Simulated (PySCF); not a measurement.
revPBE single point of sextet TcCl₂ at its PBE0 minimum.

Input, equivalent to the run apart from its starting density:

```python
from pyscf import gto, scf, dft
mol = gto.M(atom='''
Tc    -0.000000     0.000000     0.000000
Cl     2.299572    -0.000000    -0.000000
Cl    -2.299572     0.000000     0.000000''',
    basis={'Tc': 'def2-SVP', 'Cl': 'def2-SVP'},
    ecp={'Tc': 'def2-SVP'},
    charge=0, spin=5)
mf = dft.UKS(mol, xc='PBE_R,PBE')
mf.grids.atom_grid = (75, 302)
aux = {'Tc': 'def2-universal-JKFIT', 'Cl': 'def2-universal-JKFIT'}
mf = mf.density_fit(auxbasis=aux)
mf.conv_tol = 1e-08
mf.diis_space = 10
mf.max_cycle = 60
mf.verbose = 4
mf.kernel()
```

Excerpt of the output:

```
init E= -1000.85394564011
cycle= 1 E= -1000.85408622396  delta_E= -0.000141  |g|= 0.075  |ddm|= 0.202
cycle= 2 E= -1000.83073611736  delta_E= 0.0234  |g|= 0.202  |ddm|= 0.339
cycle= 3 E= -1000.85773582638  delta_E= -0.027  |g|= 0.00309  |ddm|= 0.249
cycle= 4 E= -1000.85774038238  delta_E= -4.56e-06  |g|= 0.00136  |ddm|= 0.00553
cycle= 5 E= -1000.85774124928  delta_E= -8.67e-07  |g|= 0.000356  |ddm|= 0.0018
cycle= 6 E= -1000.85774133705  delta_E= -8.78e-08  |g|= 3.5e-05  |ddm|= 0.000481
cycle= 7 E= -1000.85774133766  delta_E= -6.11e-10  |g|= 1.65e-05  |ddm|= 7.72e-05
Extra cycle  E= -1000.8577413365  delta_E= 1.17e-09  |g|= 4.56e-05  |ddm|= 7.58e-05
converged SCF energy = -1000.8577413365  <S^2> = 8.7585214  2S+1 = 6.0028398
```

With open d or f shells other occupations or spin states may lie lower.

This run, together with those of the ionised and electron-attached species (not shown), took 16 s on 2 threads of a shared Arm Neoverse V1 host, with 67 basis functions; the process peaked at 0.63 GiB. Launch command: `OMP_NUM_THREADS=2 python axn.py task.json out`.
